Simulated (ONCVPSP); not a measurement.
# Which change was made? (Ge, ONCV)

```json
{
  "Element": "Ge (Z = 32)",
  "Generator": "ONCVPSP 4.0.1",
  "Type": "optimised norm-conserving Vanderbilt (ONCV)",
  "Functional": "PBE",
  "Relativity": "non-relativistic",
  "Frozen core": "[Ar] 3d10",
  "Valence charge": "4",
  "Reference configuration": "4s2 4p2",
  "Partial waves": "4s: rc 1.95 bohr, ncon 3, nbas 8, qcut 4 1/bohr, 2 projectors, debl 2.9 Ha; 4p: rc 2.45 bohr, ncon 5, nbas 9, qcut 3.4 1/bohr, 2 projectors, debl 2.3 Ha; d scattering state at 0.21 Ha: rc 2.35 bohr, ncon 5, nbas 8, qcut 4 1/bohr, 2 projectors, debl 2.2 Ha",
  "Local potential": "polynomial inside 1.30 bohr (lpopt 5, dvloc0 2 Ha)",
  "Core correction": "Teter function fitted to the true core (icmod 2), fcfact 0.25"
}
```

Cutoffs, loose and tight: the cutoffs (Ha) at which the residual kinetic energy of the hardest occupied pseudo-wave falls to 1 and 0.1 mHa per electron. They do not see the model core or the augmentation charge, which bear on the density cutoff. Test errors are all-electron minus pseudo excitation energies from the reference, over the configurations 4s2 4p1; 4s2 4p0; 4s1 4p0; 4s0 4p4; variants that change the core or the reference have their own tests.

The base gives: outcome: generated; cutoff, loose: 6.8 Ha; cutoff, tight: 15 Ha; bound ghosts: none; GHOST(+) flags above zero: s, d; largest test error (meV): -196.

Q: After one change the result is: outcome: failed: ERROR pspot: first pseudo wave function has node, program will stop. Which change was it?
A. core correction Teter function fitted to the true core (icmod 2), fcfact 1
B. all radii but the core radius scaled by about 0.92 (s 1.78, p 2.24, d 2.16 bohr); local potential polynomial inside 1.20 bohr (lpopt 5, dvloc0 2 Ha)
C. s: qcut 5.5
D. s: rc 2.88

A: C. The others give: s: rc 2.88 → outcome: generated; cutoff, loose: 4.5 Ha; cutoff, tight: 15 Ha; bound ghosts: none; GHOST(+) flags above zero: s, d; largest test error (meV): -280 | core correction Teter function fitted to the true core (icmod 2), fcfact 1 → outcome: generated; cutoff, loose: 6.8 Ha; cutoff, tight: 15 Ha; bound ghosts: none; GHOST(+) flags above zero: s, d; largest test error (meV): -151 | all radii but the core radius scaled by about 0.92 (s 1.78, p 2.24, d 2.16 bohr); local potential polynomial inside 1.20 bohr (lpopt 5, dvloc0 2 Ha) → outcome: generated; cutoff, loose: 7.3 Ha; cutoff, tight: 28 Ha; bound ghosts: d; GHOST(+) flags above zero: s, d; largest test error (meV): -175.
